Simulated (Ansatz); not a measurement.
Nb3Te5. Total charge 0; quartet. Geometry PBE-D4/def2-SVP; atoms count from 1.

Cartesian coordinates in Å:
```
Nb 2.3924 0.4712 0.0474
Nb 0.2225 0.9362 1.4514
Nb -0.1818 -0.2376 -0.7926
Te 1.7855 0.4676 -2.5872
Te 1.2680 -1.6599 1.2416
Te -0.9401 2.4118 -0.5089
Te -2.2800 -1.9975 -0.5761
Te -2.2664 -0.3917 1.7244
```

In the def2 sets Nb, Te take a core potential; there is no spin–orbit coupling. The charge 0 quartet is spin-contaminated (final ⟨S²⟩ up to 3.87, 3.75 for a pure state). At PBE0-D4/def2-SVP a doublet of charge 0 lies 0.14 eV below the quartet, each at its own geometry. The structure comes from a short search, and lower isomers may exist.

(1) Estimate the Mulliken populations from the PBE0/def2-SVP orbitals of Ansatz.

(2) Where does the spin sit?

(3) And the Mayer bond orders between heavy atoms (over 0.3)?

Results:

(1) 
```tsv
atom	charge (e)	spin (α − β)	d electrons
Nb1	0.30	1.95	3.80
Nb2	0.09	0.36	3.91
Nb3	-0.05	-0.31	3.91
Te4	-0.16	0.06	–
Te5	-0.08	0.02	–
Te6	-0.07	0.35	–
Te7	-0.05	0.20	–
Te8	0.00	0.38	–
```
Mulliken values depend strongly on the basis.

(2) Summed by element: Nb 1.99, Te 1.01, of 3 unpaired in all. Largest on single atoms: Nb1 1.95, Te8 0.38, Nb2 0.36.

(3) Nb1–Nb2 1.48 (2.63 Å); Nb1–Nb3 0.78 (2.80 Å); Nb1–Te4 1.22 (2.70 Å); Nb1–Te5 0.98 (2.69 Å); Nb2–Nb3 1.39 (2.56 Å); Nb2–Te5 0.81 (2.81 Å); Nb2–Te6 1.15 (2.72 Å); Nb2–Te8 0.89 (2.83 Å); Nb3–Te4 1.10 (2.75 Å); Nb3–Te5 0.70 (2.87 Å); Nb3–Te6 1.02 (2.77 Å); Nb3–Te7 1.11 (2.75 Å); Nb3–Te8 0.32 (3.27 Å); Te7–Te8 0.99 (2.81 Å).
